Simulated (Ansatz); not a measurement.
Cost and result for the atomization energy of C2H7As, SMILES `C[AsH]C` (10 atoms, 9 bonds).

Z-matrix (Å, degrees):
```
C
As 1 1.968
H 1 1.090 2 109.3
H 1 1.091 2 108.5 3 117.9
H 1 1.090 2 111.9 3 -121.4
C 2 1.968 1 97.5 3 168.3
H 2 1.527 1 95.3 3 72.2
H 6 1.090 2 111.9 1 -46.9
H 6 1.091 2 108.5 1 73.8
H 6 1.090 2 109.3 1 -168.2
```

Total charge 0; spin multiplicity 1. Correlated methods include outer-core shells of As, which these sets cover unevenly. Scalar relativity is left out up to krypton. Geometry: relaxed with PBE0-D4/def2-TZVP. Program: Ansatz. All runs use 2 threads of a server CPU on a shared host. Times are those of one run each, without the atoms' runs, and a repeat can differ threefold. Electronic energies, without spin–orbit coupling; frozen cores. CCSD(T)/CBS adds CCSD(T) − MP2 in def2-TZVPP to the MP2 limit, and its time is that of the two runs behind it. T1 = 0.010. With those shells the extrapolation isn't a true limit.

CCSD(T)/CBS is a level of theory with its own doubt, some kJ/mol a heavy atom from the limit and from the frozen cores, so smaller differences don't rank the functionals.

| level | functions | wall time | atomization (kcal/mol) | difference from CCSD(T)/CBS | per bond |
| --- | --- | --- | --- | --- | --- |
| BLYP-D4/def2-TZVPP | 208 | 3 s | 815.7 | -0.3 | 0.0 |
| PBE0-D4/def2-TZVPP | 208 | 4.1 s | 816.3 | 0.3 | 0.0 |
| BHLYP-D4/def2-TZVPP | 208 | 4.5 s | 801.9 | -14.1 | -1.6 |
| CCSD(T)/def2-SVP | 95 | 7 s | 771.3 | -44.7 | -5.0 |
| B2PLYP/def2-TZVPP | 208 | 7.5 s | 808.8 | -7.2 | -0.8 |
| r2SCANh-D4/def2-TZVPP | 208 | 7.5 s | 813.7 | -2.3 | -0.3 |
| r2SCAN-D4/def2-TZVPP (with forces) | 208 | 8 s | 816.9 | 0.9 | 0.1 |
| PBE-QIDH/def2-TZVPP | 208 | 8 s | 809.8 | -6.2 | -0.7 |
| ωB97X-V/def2-TZVPP | 208 | 12 s | 820.6 | 4.6 | 0.5 |
| ωB97M-V/def2-TZVPP (with forces) | 208 | 18 s | 817.0 | 1.0 | 0.1 |
| MP2/def2-QZVPP | 413 | 35 s | 807.0 | -9.0 | -1.0 |
| CCSD(T)/def2-TZVPP | 208 | 2.6 min | 799.4 | -16.6 | -1.9 |
| CCSD(T)/CBS(def2) | – | 3.2 min | 816.0 | 0.0 | 0.0 |

From BLYP to BHLYP (50 % exact exchange), in def2-TZVPP and without D4, the atomization energy moves by −9.7 kcal/mol: exact exchange takes away binding that semilocal exchange gives to molecules. In def2-TZVPP, CCSD(T) changes the Hartree–Fock value by +197.5 kcal/mol (the triples alone add +9.3 kcal/mol) and MP2 by +195.4 kcal/mol; breaking electron pairs costs correlation energy, which Hartree–Fock lacks. At CCSD(T), def2-SVP lies −44.8 kcal/mol from the extrapolated value and def2-TZVPP −16.7 kcal/mol: correlation converges slowly with the basis, and small sets miss more of it in the bonded molecule than in its fragments.
